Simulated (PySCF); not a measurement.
**input.py for SrTe**

File input.py (PySCF 2.14):

```python
from pyscf import gto, scf

mol = gto.M(
    atom='Sr 0 0 0; Te 0 0 2.677',
    basis='lanl2dz',
    ecp={'Sr': 'lanl2dz', 'Te': 'lanl2dz'},
    charge=0,
    spin=0,
    verbose=4,
)
mf = scf.RHF(mol)
mf.kernel()
mf.stability(internal=True, external=True)
mf.dip_moment()
print('orbital energies (hartree):', mf.mo_energy[..., max(0, mol.nelec[1]-3):mol.nelec[0]+3].round(4))
```

```bash
$ python input.py
```

Output:

```
PySCF version 2.14.0

[INPUT] verbose = 4
[INPUT] num. atoms = 2
[INPUT] num. electrons = 16
[INPUT] charge = 0
[INPUT] spin (= nelec alpha-beta = 2S) = 0
[INPUT] symmetry False subgroup None
[INPUT] Mole.unit = angstrom
[INPUT] Symbol           X                Y                Z      unit          X                Y                Z       unit  Magmom
[INPUT]  1 Sr     0.000000000000   0.000000000000   0.000000000000 AA    0.000000000000   0.000000000000   0.000000000000 Bohr   0.0
[INPUT]  2 Te     0.000000000000   0.000000000000   2.677000000000 AA    0.000000000000   0.000000000000   5.058796835461 Bohr   0.0

nuclear repulsion = 11.8605277008592
number of shells = 9
number of NR pGTOs = 35
number of NR cGTOs = 20
basis = lanl2dz
ecp = {'Sr': 'lanl2dz', 'Te': 'lanl2dz'}

******** <class 'pyscf.scf.hf.RHF'> ********
method = RHF
initial guess = minao
damping factor = 0
level_shift factor = 0
DIIS = <class 'pyscf.scf.diis.CDIIS'>
diis_start_cycle = 1
diis_space = 8
diis_damp = 0
SCF conv_tol = 1e-09
SCF conv_tol_grad = None
SCF max_cycles = 50
direct_scf = True
direct_scf_tol = 1e-13
Set gradient conv threshold to 3.16228e-05
Initial guess from minao.
init E= -36.1492404980222
  HOMO = -0.0298233744717504  LUMO = 0.0576601327688376  gap/eV = 2.38055
cycle= 1 E= -37.7496559233111  delta_E= -1.6  |g|= 0.578  |ddm|= 3.82
  HOMO = -0.149965701755871  LUMO = -0.0622685481261982  gap/eV = 2.38636
cycle= 2 E= -37.8532703741188  delta_E= -0.104  |g|= 0.274  |ddm|= 1.61
  HOMO = -0.266871140394637  LUMO = -0.0586720043295712  gap/eV = 5.66539
cycle= 3 E= -37.9010778658482  delta_E= -0.0478  |g|= 0.0978  |ddm|= 0.676
  HOMO = -0.236053683303413  LUMO = -0.0450221374818129  gap/eV = 5.19823
cycle= 4 E= -37.9088486841088  delta_E= -0.00777  |g|= 0.0113  |ddm|= 0.239
  HOMO = -0.238605997284557  LUMO = -0.0428385969157004  gap/eV = 5.32710
cycle= 5 E= -37.9091212912357  delta_E= -0.000273  |g|= 0.00462  |ddm|= 0.0658
  HOMO = -0.23815424319854  LUMO = -0.0420515395243293  gap/eV = 5.33623
cycle= 6 E= -37.9091725156309  delta_E= -5.12e-05  |g|= 0.00145  |ddm|= 0.0324
  HOMO = -0.238127707101538  LUMO = -0.0418229223390874  gap/eV = 5.34173
cycle= 7 E= -37.909180653108  delta_E= -8.14e-06  |g|= 0.000477  |ddm|= 0.0126
  HOMO = -0.238055478530308  LUMO = -0.0417695301929855  gap/eV = 5.34121
cycle= 8 E= -37.9091817909459  delta_E= -1.14e-06  |g|= 8.4e-05  |ddm|= 0.00506
  HOMO = -0.23804569567867  LUMO = -0.0417576729750351  gap/eV = 5.34127
cycle= 9 E= -37.9091818186744  delta_E= -2.77e-08  |g|= 7.41e-06  |ddm|= 0.000766
  HOMO = -0.238043812465774  LUMO = -0.0417559172382296  gap/eV = 5.34127
cycle= 10 E= -37.9091818187846  delta_E= -1.1e-10  |g|= 5.75e-07  |ddm|= 5.47e-05
  HOMO = -0.238043733610894  LUMO = -0.0417561070783861  gap/eV = 5.34126
Extra cycle  E= -37.909181818785  delta_E= -3.48e-13  |g|= 3.16e-07  |ddm|= 2.29e-06
converged SCF energy = -37.909181818785
rhf_internal: lowest eigs of H = [0.17236864 0.17236945 0.30804002]
<class 'pyscf.scf.hf.RHF'> wavefunction is stable in the internal stability analysis
rhf_real2complex: lowest eigs of H = [0.02555393 0.02555441 0.06825006]
<class 'pyscf.scf.hf.RHF'> wavefunction is stable in the real -> complex stability analysis
rhf_external: lowest eigs of H = [-0.06241189 -0.00097816 -0.00096814]
<class 'pyscf.scf.hf.RHF'> wavefunction has an RHF/RKS -> UHF/UKS instability
Dipole moment(X, Y, Z, Debye):  0.00000,  0.00000, -12.48363
orbital energies (hartree): [-0.2435 -0.2435 -0.238  -0.0418  0.0196  0.0196]
```

In short: E(SCF) = -37.909182 Eh, 10 cycles, μz(SCF) = -12.48 D, internal stable; real -> complex stable; RHF/RKS -> UHF/UKS unstable.

Wall time 0.91 s on one thread of a shared host.

At this level a UHF run with spin=2 ends 0.14 eV lower; the true order of the states can differ. The stability test finds a lower solution, so these numbers belong to a saddle point. The bond length is a typed value, not an optimised one.
